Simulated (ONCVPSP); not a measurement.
**Logarithmic derivatives: promethium, ONCV**

Pm, optimised norm-conserving Vanderbilt (ONCV), made with ONCVPSP 4.0.1 (PBE, scalar-relativistic). Core [Kr] 4d10 5s2, reference 4f5 5p6 6s2. Waves: 6s: rc 3.05 bohr, ncon 4, nbas 7, qcut 2.5 1/bohr, 3 projectors, debl 2 Ha; 5p: rc 1.90 bohr, ncon 3, nbas 7, qcut 5 1/bohr, 3 projectors, debl 1.4 Ha; d scattering state at 0.24 Ha: rc 2.30 bohr, ncon 4, nbas 7, qcut 4 1/bohr, 1 projector; 4f: rc 1.30 bohr, ncon 3, nbas 8, qcut 13.7 1/bohr, 2 projectors, debl 2.2 Ha. Local part: polynomial inside 0.90 bohr (lpopt 5, dvloc0 0 Ha). Core correction: polynomial model core, fcfact 0.65.

In the d channel the program set the typed energies aside and used 0.050 Ha.

The phase is arctan(r·R′/R) of the radial function R(r), unwrapped; energies in Ha, scanned from -2 to 5 Ha. A pole is an energy at which the radial function vanishes at the test radius. The pseudo phase is shifted by a multiple of π to meet the all-electron one at the reference energy, and phase errors are pseudo minus all-electron; the curves can meet again beyond the range given. Levels narrower than the energy grid can be missing from the lists of poles.

| channel | radius (bohr) | reference energy (Ha) | poles, all-electron | poles, pseudo | unbroken range about the reference energy with phases within 0.05 rad | phase error 1 Ha above the reference energy (rad) |
| --- | --- | --- | --- | --- | --- | --- |
| s | 3.10 | -0.13 | -1.51, 1.13, 4.77 | -1.43, 1.13, 4.77 | above -1.4 | -0.000 |
| p | 1.93 | -0.83 | 0.36 | 0.36 | below 3.0 | +0.000 |
| d | 2.34 | 0.05 | 1.01 | 0.84, 1.50 | below 0.9 | -0.231 |
| f | 1.32 | -0.08 | 0.81 | 0.81 | the whole range | +0.000 |

Note: ghosts flagged at negative energy: s at -121.2 eV, s at -39.4 eV; GHOST(+) flagged for d at 32.7 eV, p at 81.7 eV. A true bound ghost makes a file unfit for plane-wave use.

Phases in the s channel:

| E (Ha) | all-electron | pseudo |
| --- | --- | --- |
| -1.98 | 1.330 | 1.337 |
| -1.62 | 1.067 | 1.241 |
| -1.26 | -1.816 | -1.800 |
| -0.90 | -1.932 | -1.929 |
| -0.54 | -2.165 | -2.164 |
| -0.18 | -3.083 | -3.083 |
| 0.18 | -4.248 | -4.248 |
| 0.54 | -4.543 | -4.543 |
| 0.90 | -4.662 | -4.662 |
| 1.26 | -4.739 | -4.739 |
| 1.62 | -4.811 | -4.811 |
| 1.98 | -4.917 | -4.917 |
| 2.34 | -5.197 | -5.197 |
| 2.70 | -6.760 | -6.761 |
| 3.06 | -7.535 | -7.536 |
| 3.42 | -7.693 | -7.693 |
| 3.78 | -7.761 | -7.761 |
| 4.14 | -7.803 | -7.803 |
| 4.50 | -7.834 | -7.834 |
| 4.86 | -7.860 | -7.861 |
